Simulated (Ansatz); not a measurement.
`C#CCCC(F)(F)C(F)(F)C(F)(F)C(F)(F)C(F)(F)C(F)(F)C(F)(F)C(F)(F)F`. Total charge 0; singlet. Geometry PBE-D4/def2-SVP; atoms count from 1.

```xyz
34

C     0.024   -3.647   -5.837
C     0.238   -3.312   -4.682
C     0.466   -2.915   -3.295
C    -0.826   -2.975   -2.457
C    -0.648   -2.758   -0.958
F     0.441   -3.447   -0.493
F    -1.754   -3.237   -0.315
C    -0.487   -1.262   -0.535
F    -1.670   -0.639   -0.767
F     0.470   -0.686   -1.320
C    -0.057   -1.047    0.954
F     1.267   -1.299    1.058
F    -0.734   -1.920    1.740
C    -0.336    0.370    1.589
F    -1.672    0.557    1.672
F     0.178    0.297    2.846
C     0.305    1.600    0.879
F     1.639    1.408    0.774
F    -0.227    1.701   -0.366
C     0.048    3.006    1.542
F     0.712    3.894    0.754
F    -1.275    3.271    1.479
C     0.524    3.214    3.016
F     1.715    2.599    3.210
F    -0.401    2.683    3.849
C     0.701    4.720    3.406
F    -0.374    5.430    3.025
F     1.797    5.233    2.833
F     0.829    4.808    4.739
H    -0.153   -3.942   -6.862
H     1.226   -3.583   -2.835
H     0.897   -1.893   -3.269
H    -1.284   -3.981   -2.548
H    -1.578   -2.248   -2.825
```

Single mean-field runs in def2-TZVP are fitted with def2-universal-jkfit.

Estimate the Mulliken populations of the heavy atoms from the PBE0/def2-TZVP orbitals of Ansatz.


```json
{"atom": "C1", "charge (e)": "-0.12"}
{"atom": "C2", "charge (e)": "-0.03"}
{"atom": "C3", "charge (e)": "-0.38"}
{"atom": "C4", "charge (e)": "-0.24"}
{"atom": "C5", "charge (e)": "0.38"}
{"atom": "F6", "charge (e)": "-0.18"}
{"atom": "F7", "charge (e)": "-0.16"}
{"atom": "C8", "charge (e)": "0.24"}
{"atom": "F9", "charge (e)": "-0.15"}
{"atom": "F10", "charge (e)": "-0.17"}
{"atom": "C11", "charge (e)": "0.29"}
{"atom": "F12", "charge (e)": "-0.14"}
{"atom": "F13", "charge (e)": "-0.14"}
{"atom": "C14", "charge (e)": "0.27"}
{"atom": "F15", "charge (e)": "-0.14"}
{"atom": "F16", "charge (e)": "-0.14"}
{"atom": "C17", "charge (e)": "0.28"}
{"atom": "F18", "charge (e)": "-0.14"}
{"atom": "F19", "charge (e)": "-0.14"}
{"atom": "C20", "charge (e)": "0.27"}
{"atom": "F21", "charge (e)": "-0.14"}
{"atom": "F22", "charge (e)": "-0.13"}
{"atom": "C23", "charge (e)": "0.26"}
{"atom": "F24", "charge (e)": "-0.14"}
{"atom": "F25", "charge (e)": "-0.14"}
{"atom": "C26", "charge (e)": "0.42"}
{"atom": "F27", "charge (e)": "-0.13"}
{"atom": "F28", "charge (e)": "-0.13"}
{"atom": "F29", "charge (e)": "-0.13"}
```
Mulliken values depend strongly on the basis.

And the Mayer bond orders between heavy atoms (over 0.3)?

C1–C2 2.71 (1.22 Å); C2–C3 1.18 (1.46 Å); C3–C4 1.02 (1.54 Å); C4–C5 0.98 (1.53 Å); C5–F6 1.06 (1.37 Å); C5–F7 1.11 (1.37 Å); C5–C8 0.95 (1.56 Å); C8–F9 1.09 (1.36 Å); C8–F10 1.06 (1.36 Å); C8–C11 0.95 (1.56 Å); C11–F12 1.13 (1.35 Å); C11–F13 1.11 (1.36 Å); C11–C14 0.95 (1.58 Å); C14–F15 1.13 (1.35 Å); C14–F16 1.09 (1.36 Å); C14–C17 0.96 (1.56 Å); C17–F18 1.12 (1.35 Å); C17–F19 1.09 (1.36 Å); C17–C20 0.95 (1.58 Å); C20–F21 1.10 (1.36 Å); C20–F22 1.14 (1.35 Å); C20–C23 0.96 (1.56 Å); C23–F24 1.11 (1.35 Å); C23–F25 1.10 (1.35 Å); C23–C26 0.96 (1.57 Å); C26–F27 1.16 (1.34 Å); C26–F28 1.17 (1.34 Å); C26–F29 1.17 (1.34 Å).
